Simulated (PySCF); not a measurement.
Field gradients from PBE0/pcSseg-1 densities (PySCF, non-relativistic) at GFN2-xTB geometries, isolated species, one conformer each; χzz is the principal value of largest magnitude, with Q(14N) = 0.02044 b, Q(17O) = −0.0256 b, Q(33S) = −0.0678 b. Where η is near 1, a small change in the tensor can flip the sign of χzz. GFN2-xTB bond lengths can be off by several hundredths of an ångström, more for odd bonds, and the gradients follow them. The basis is small and wasn't made for field gradients, so the couplings can be 20 % off.

(1) Rank these 14N sites by the size of the quadrupole coupling, smallest first.
A. The nitrogen bonded to C of `C[C@@H]1CC[C@@H]([C-](C#N)C#N)C1`
B. N3 (pyridine-type nitrogen) in `[CH3:1][c:2]1[n:3][n:4][n:5]2[c:6]([F:7])[cH:8][cH:9][cH:10][c:11]12`
C. N8 (nitrile nitrogen) in `[CH3:1]/[C:2](=[CH:3]/[C:4]#[N:5])[CH2:6][C:7]#[N:8]`
D. The secondary amine nitrogen of `C[C@@H]1CCCCNC1`
E. The nitrile nitrogen of `N#C[C@@H](C(=O)O)[S@@](=O)[O-]`
F. N8 (pyridine-type nitrogen) in `[CH3:1][C:2]#[C:3][c:4]1[cH:5][cH:6][nH:7][n:8]1`

(2) Rank these 17O sites by the size of the quadrupole coupling, smallest first.
A. O8 (oxygen bonded to S) in `[N:1]#[C:2][C@@H:3]([C:4](=[O:5])[OH:6])[S@@:7](=[O:8])[O-:9]`
B. The carbonyl oxygen of `C#C/C=C\[Si@@H](C#N)C=O`
C. O6 (ester carbonyl oxygen) in `[N:1]#[C:2][C@@H:3]([O:4][CH:5]=[O:6])[S@@:7](=[O:8])[O-:9]`

(3) These 33S couplings (χzz in MHz, η) are listed in rising order: (-32.72, 0.32); (24.86, 0.78); (31.01, 0.24). Assign them to: the sulfur bonded to C and 2 O of `N#C[C@@H](OC=O)[S@@](=O)[O-]`; the sulfur bonded to 2 Si of `CC(C)([SiH2]N)[SiH2]S[SiH3]`; the ring sulfur of `Fc1nnsc1C(F)(F)F`.

Results:

(1) A (3.644 MHz), E (4.039 MHz), C (4.707 MHz), F (4.967 MHz), B (5.477 MHz), D (6.052 MHz).

(2) C (5.977 MHz), A (6.406 MHz), B (13.30 MHz).

(3) -32.72 MHz, η 0.32: the ring sulfur of `Fc1nnsc1C(F)(F)F`; 24.86 MHz, η 0.78: the sulfur bonded to 2 Si of `CC(C)([SiH2]N)[SiH2]S[SiH3]`; 31.01 MHz, η 0.24: the sulfur bonded to C and 2 O of `N#C[C@@H](OC=O)[S@@](=O)[O-]`.

All sites together:

```tsv
nucleus	site	Vzz (au)	η	χzz (MHz)
14N	N3 (pyridine-type nitrogen) in [CH3:1][c:2]1[n:3][n:4][n:5]2[c:6]([F:7])[cH:8][cH:9][cH:10][c:11]12	-1.140	0.03	-5.477
14N	the secondary amine nitrogen of C[C@@H]1CCCCNC1	-1.260	0.11	-6.052
14N	N8 (nitrile nitrogen) in [CH3:1]/[C:2](=[CH:3]/[C:4]#[N:5])[CH2:6][C:7]#[N:8]	-0.980	0.05	-4.707
14N	the nitrile nitrogen of N#C[C@@H](C(=O)O)[S@@](=O)[O-]	-0.841	0.34	-4.039
14N	N8 (pyridine-type nitrogen) in [CH3:1][C:2]#[C:3][c:4]1[cH:5][cH:6][nH:7][n:8]1	-1.034	0.61	-4.967
14N	the nitrogen bonded to C of C[C@@H]1CC[C@@H]([C-](C#N)C#N)C1	0.759	0.83	3.644
17O	the carbonyl oxygen of C#C/C=C\[Si@@H](C#N)C=O	-2.211	0.68	13.30
17O	O6 (ester carbonyl oxygen) in [N:1]#[C:2][C@@H:3]([O:4][CH:5]=[O:6])[S@@:7](=[O:8])[O-:9]	0.994	0.90	-5.977
17O	O8 (oxygen bonded to S) in [N:1]#[C:2][C@@H:3]([C:4](=[O:5])[OH:6])[S@@:7](=[O:8])[O-:9]	1.065	0.86	-6.406
33S	the sulfur bonded to C and 2 O of N#C[C@@H](OC=O)[S@@](=O)[O-]	-1.946	0.24	31.01
33S	the sulfur bonded to 2 Si of CC(C)([SiH2]N)[SiH2]S[SiH3]	-1.560	0.78	24.86
33S	the ring sulfur of Fc1nnsc1C(F)(F)F	2.054	0.32	-32.72
```
